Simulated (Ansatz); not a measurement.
Gas-phase electronic energies from Ansatz, PBE0-D4/def2-TZVP geometries. CCSD(T)/CBS is the MP2 limit (def2-TZVPP, def2-QZVPP) plus CCSD(T) − MP2 in def2-TZVPP, frozen cores. This one scheme is used for every species. DFT in def2-TZVPP. For Se outer-core shells are correlated without core-valence functions, which leaves a few kJ/mol of doubt a bond. Scalar relativity is left out up to krypton. One conformer a species, not always the lowest.

`N[Si](O)(S)[SeH]` + `NCBO` → `NCB(O)[SeH]` + `N[SiH](O)S`  (formal exchange of groups at the Se–Si bond)

`N[Si](O)(S)[SeH]`:

```xyz
10

N    -0.489    0.268    1.358
Si    0.095   -0.143   -0.176
O     1.462    0.753   -0.302
S     0.382   -2.246   -0.346
Se   -1.275    0.229   -1.975
H    -0.354    1.194    1.728
H    -1.266   -0.216    1.772
H     1.782    0.886   -1.197
H     1.356   -2.257    0.581
H    -1.693    1.533   -1.443
```

`NCBO`:

Z-matrix (Å, degrees):
```
C
B 1 1.581
N 1 1.470 2 109.5
H 1 1.098 2 113.0 3 -128.3
H 1 1.098 2 106.3 3 117.2
O 2 1.344 1 117.0 3 -10.3
H 2 1.199 1 124.0 3 171.3
H 3 1.012 1 110.6 2 -88.7
H 3 1.011 1 112.1 2 152.2
H 6 0.977 2 106.4 1 -0.2
```

`NCB(O)[SeH]`:

Cartesian coordinates in Å:
```
N -0.262 -1.183 -1.400
C -0.225 0.257 -1.084
B 0.164 0.475 0.427
O 1.463 0.318 0.787
Se -1.288 0.829 1.702
H -0.952 -1.650 -0.821
H 0.632 -1.607 -1.182
H -1.193 0.689 -1.349
H 0.511 0.730 -1.742
H 1.637 0.377 1.728
H -0.486 0.765 2.934
```

`N[SiH](O)S`:

```xyz
9

N     0.459    1.168   -0.693
Si    0.009   -0.087    0.354
O     1.246   -1.126    0.657
S    -1.515   -1.283   -0.549
H     0.953    1.974   -0.346
H     0.665    0.985   -1.662
H    -0.464    0.546    1.609
H     1.060   -1.892    1.204
H    -2.415   -0.285   -0.575
```

Task: Is it downhill or uphill in electronic energy at CCSD(T)/CBS, and by how much? (Estimate.)

Result: Computed: Uphill: ΔE = +0.29 eV.

Task: What do these levels give: r2SCAN-D4, PBE0-D4, ωB97X-V, ωB97M-V, B2PLYP, r2SCAN, MP2/def2-TZVPP, SCS-MP2/def2-TZVPP, CCSD/def2-TZVPP, MP2/def2-QZVPP, SCS-MP2/def2-QZVPP, MP2/CBS(def2)? (Estimate.)

Result: The calculation gave: r2SCAN-D4 0.28, PBE0-D4 0.32, ωB97X-V 0.30, ωB97M-V 0.33, B2PLYP 0.26, r2SCAN 0.28, MP2/def2-TZVPP 0.28, SCS-MP2/def2-TZVPP 0.25, CCSD/def2-TZVPP 0.23, MP2/def2-QZVPP 0.31, SCS-MP2/def2-QZVPP 0.27, MP2/CBS(def2) 0.33 eV.

Largest T1 diagnostic among the species: 0.012.

The D4 term adds +0.05 eV with B3LYP and +0.02 eV with PBE0; it sums over pairs of atoms, weighted by their polarisabilities, and B3LYP, whose exchange is more repulsive, gets the larger term. In def2-TZVPP, CCSD(T) changes the Hartree–Fock value by +0.04 eV (the triples alone add +0.01 eV) and MP2 by +0.07 eV.

B3LYP here is the variant with VWN-RPA as its local correlation; programs differ in this.
